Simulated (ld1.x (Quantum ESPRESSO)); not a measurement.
# lead, TM: configuration errors across variants

```json
{"Element": "lead", "Generator": "ld1.x (Quantum ESPRESSO) 7.5", "Type": "norm-conserving Troullier–Martins (Kleinman–Bylander form)", "Functional": "PBEsol", "Relativity": "fully relativistic", "Frozen core": "[Xe] 4f14", "Valence charge": "14", "Reference configuration": "5d10 6s2 6p2", "Partial waves": "6s (bound): rc 1.45 bohr; 6p (bound): rc 2.80 bohr; 5d (bound): rc 1.50 bohr", "Local potential": "the d channel", "Core correction": "none"}
```

Open shells are filled in proportion to 2j + 1 (rel_dist='average').

All-electron excitation energies from the reference (eV): (1) 5d10 6s2 6p1 6.721; (2) 5d10 6s2 6p0 20.330; (3) 5d10 6s1 6p0 52.805; (4) 5d10 6s0 6p0 95.512; (5) 5d10 6s2 6p1.5 2.560.

Tests that are not counted but printed errors over 1 eV. “base”: 5d9 6s2 6p2 (an occupied level unbound or not found, printed error -15.5 eV); 5d9 6s2 6p3 (solver errors, printed error -1296 eV). “wave 5d (bound): rc 1.50 bohr becomes 5d (bound): rc 1.00 bohr”: 5d9 6s2 6p3 (pseudo-atom not self-consistent, printed error -1273 eV). “wave 5d (bound): rc 1.50 bohr becomes 5d (bound): rc 1.14 bohr”: 5d9 6s2 6p2 (solver errors, printed error -8.9 eV); 5d9 6s2 6p3 (solver errors, printed error -1299 eV). “wave 5d (bound): rc 1.50 bohr becomes 5d (bound): rc 1.26 bohr”: 5d9 6s2 6p3 (an occupied level unbound or not found, printed error -79.7 eV); 5d9 6s2 6p2 (an occupied level unbound or not found, printed error -11.1 eV); 1 more. “wave 5d (bound): rc 1.50 bohr becomes 5d (bound): rc 1.36 bohr”: 5d9 6s2 6p2 (solver errors, printed error -10.5 eV); 5d9 6s2 6p3 (pseudo-atom not self-consistent, printed error -1178 eV).

A true bound ghost makes a file unfit for plane-wave use even where its test errors are small: the radial tests pick states by their node count and pass the ghost by. Where a test does run into it, the solver fails or the error is huge.

The file “base” misses its own reference levels by 1.6 eV. The file “wave 5d (bound): rc 1.50 bohr becomes 5d (bound): rc 1.00 bohr” misses its own reference levels by 1.6 eV. The file “wave 5d (bound): rc 1.50 bohr becomes 5d (bound): rc 1.14 bohr” misses its own reference levels by 1.6 eV. The file “wave 5d (bound): rc 1.50 bohr becomes 5d (bound): rc 1.26 bohr” misses its own reference levels by 6.3 eV. The file “wave 5d (bound): rc 1.50 bohr becomes 5d (bound): rc 1.36 bohr” misses its own reference levels by 1.6 eV. The file “wave 5d (bound): rc 1.50 bohr becomes 5d (bound): rc 1.54 bohr” misses its own reference levels by 1.6 eV. The file “wave 5d (bound): rc 1.50 bohr becomes 5d (bound): rc 1.70 bohr” misses its own reference levels by 1.6 eV. The file “wave 5d (bound): rc 1.50 bohr becomes 5d (bound): rc 1.84 bohr” misses its own reference levels by 1.6 eV. The file “wave 5d (bound): rc 1.50 bohr becomes 5d (bound): rc 1.96 bohr” misses its own reference levels by 1.6 eV. The file “wave 5d (bound): rc 1.50 bohr becomes 5d (bound): rc 2.08 bohr” misses its own reference levels by 1.6 eV.

Errors AE − PS in meV (a dash: test not solved or not reliable):

```tsv
change	(1)	(2)	(3)	(4)	(5)	bound ghosts
base	-3.3	-11	+16	+176	-0.8	s, p3/2, d3/2 (extra level of the local part), p1/2
wave 5d (bound): rc 1.50 bohr becomes 5d (bound): rc 1.00 bohr	-1.3	-8.9	+21	+174	-0.2	s, p3/2, p1/2, d3/2 (extra level of the local part)
wave 5d (bound): rc 1.50 bohr becomes 5d (bound): rc 1.14 bohr	–	-12	+15	+178	–	s, p3/2, d3/2 (extra level of the local part), p1/2
wave 5d (bound): rc 1.50 bohr becomes 5d (bound): rc 1.26 bohr	–	+1459	+1486	+1649	–	not determined
wave 5d (bound): rc 1.50 bohr becomes 5d (bound): rc 1.36 bohr	+754	-11	+16	+177	-1.3	s, p3/2, d3/2 (extra level of the local part), p1/2
wave 5d (bound): rc 1.50 bohr becomes 5d (bound): rc 1.54 bohr	-3.0	-11	+16	+175	-0.7	s, p3/2, d3/2 (extra level of the local part), p1/2
wave 5d (bound): rc 1.50 bohr becomes 5d (bound): rc 1.70 bohr	-2.9	-11	+16	+174	-0.7	s, p3/2, d3/2 (extra level of the local part), p1/2
wave 5d (bound): rc 1.50 bohr becomes 5d (bound): rc 1.84 bohr	-829	-11	+16	+176	-0.9	s, p3/2, d3/2 (extra level of the local part), p1/2
wave 5d (bound): rc 1.50 bohr becomes 5d (bound): rc 1.96 bohr	+756	-11	+16	+177	-1.3	s, p3/2, d3/2 (extra level of the local part), p1/2
wave 5d (bound): rc 1.50 bohr becomes 5d (bound): rc 2.08 bohr	+3.8	-11	+16	+177	+0.7	s, d3/2 (extra level of the local part), p3/2, p1/2
```

Q: Give the same row for: wave 5d (bound): rc 1.50 bohr becomes 5d (bound): rc 2.30 bohr.

A: -2.6, -11, +11, +166, -0.6; bound ghosts: s, d3/2 (extra level of the local part), p3/2. Not counted: 5d9 6s2 6p3 (solver errors, printed error -1459 eV).
